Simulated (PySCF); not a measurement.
PySCF 2.14 output of an unrestricted LC-wPBE calculation on a single atom or ion in x2c-TZVPPall with one added diffuse shell each of s, p, d, f type (9s7p7d3f1g, 95 functions), with the spin-free X2C one-electron Hamiltonian (Gaussian nucleus):

```
SCF conv_tol = 1e-09
number electrons alpha = 24  beta = 19
    O. A. Vydrov and G. E. Scuseria.,  J. Chem. Phys. 125, 234109 (2006)
cycle= 1 E= -4529.41324994165  delta_E= -0.0127  |g|= 0.0571  |ddm|= 0.139
cycle= 2 E= -4529.41398492704  delta_E= -0.000735  |g|= 0.0167  |ddm|= 0.0529
cycle= 3 E= -4529.41413588052  delta_E= -0.000151  |g|= 0.00539  |ddm|= 0.0232
cycle= 4 E= -4529.41422529468  delta_E= -8.94e-05  |g|= 0.00289  |ddm|= 0.0256
cycle= 5 E= -4529.41424454124  delta_E= -1.92e-05  |g|= 0.00107  |ddm|= 0.0112
cycle= 6 E= -4529.41424899532  delta_E= -4.45e-06  |g|= 0.000224  |ddm|= 0.0069
cycle= 7 E= -4529.41424918332  delta_E= -1.88e-07  |g|= 3.22e-05  |ddm|= 0.00148
cycle= 8 E= -4529.41424918666  delta_E= -3.34e-09  |g|= 5.35e-06  |ddm|= 0.000213
cycle= 9 E= -4529.41424918673  delta_E= -7.09e-11  |g|= 1.06e-06  |ddm|= 2.79e-05
converged SCF energy = -4529.41424918673  <S^2> = 8.751255  2S+1 = 6.0004183
```

The run itself started from symmetry-adapted Hartree-Fock orbitals and held the occupation by maximum overlap, on a logarithmic radial grid, so the iterations belong to that start.

Q: Which element, charge and spin multiplicity is this?

A: Ru⁺ (ruthenium, charge +1), multiplicity 6; the state was [Kr] 4d6 5p1, one real determinant (an excited configuration).

⟨L²⟩ = 8.05 against 12 for a pure F term, so this real determinant mixes terms.
